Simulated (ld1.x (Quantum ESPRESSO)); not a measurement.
Ga, TM: configuration errors across variants

gallium (Ga), norm-conserving Troullier–Martins (Kleinman–Bylander form), made with ld1.x (Quantum ESPRESSO) 7.5 (LDA (PZ), scalar-relativistic). Core [Ar] 3d10, reference 4s2 4p1. Waves: 4p (bound): rc 2.35 bohr; 4s (bound): rc 1.65 bohr. Local part: the s channel. Core correction: Bessel-smoothed model core inside 0.95 bohr.

All-electron excitation energies from the reference (eV): (1) 4s2 4p0 5.888; (2) 4s1 4p0 27.391; (3) 4s2 4p0.5 2.120; (4) 4s2 4p1.3 -0.578; (5) 4s0 4p3 13.544; (6) 4s1 4p1 13.338; (7) 4s1 4p2 6.612; (8) 4s2 4p1 spin -0.134; (9) 4s1 4p0 spin 27.084.

Spin tests fill each open shell by Hund’s rule, majority spin first.

A true bound ghost makes a file unfit for plane-wave use even where its test errors are small: the radial tests pick states by their node count and pass the ghost by.

Errors AE − PS in meV (a dash: test not solved or not reliable):

```tsv
change	(1)	(2)	(3)	(4)	(5)	(6)	(7)	(8)	(9)	bound ghosts
base	-12	-180	-1.8	-0.1	-63	-49	-16	-1.1	-197	none
wave 4s (bound): rc 1.65 bohr becomes 4s (bound): rc 1.10 bohr	-11	-95	-1.8	-0.2	-160	-29	-17	-0.6	-117	p, s (extra level of the local part)
wave 4s (bound): rc 1.65 bohr becomes 4s (bound): rc 1.32 bohr	-11	-174	-1.7	-0.1	-85	-53	-20	-1.0	-195	p
wave 4s (bound): rc 1.65 bohr becomes 4s (bound): rc 1.62 bohr	-12	-180	-1.8	-0.1	-63	-49	-16	-1.1	-197	none
wave 4s (bound): rc 1.65 bohr becomes 4s (bound): rc 1.94 bohr	-11	-180	-1.8	-0.1	-67	-50	-17	-1.1	-198	none
wave 4s (bound): rc 1.65 bohr becomes 4s (bound): rc 2.26 bohr	-10	-181	-1.7	-0.1	-96	-56	-23	-1.0	-206	none
wave 4s (bound): rc 1.65 bohr becomes 4s (bound): rc 2.52 bohr	-8.4	-183	-1.6	-0.1	-142	-68	-32	-0.8	-216	none
```

Q: Give the same row for: wave 4s (bound): rc 1.65 bohr becomes 4s (bound): rc 1.72 bohr.

A: -12, -180, -1.8, -0.1, -62, -49, -16, -1.1, -197; bound ghosts: none.
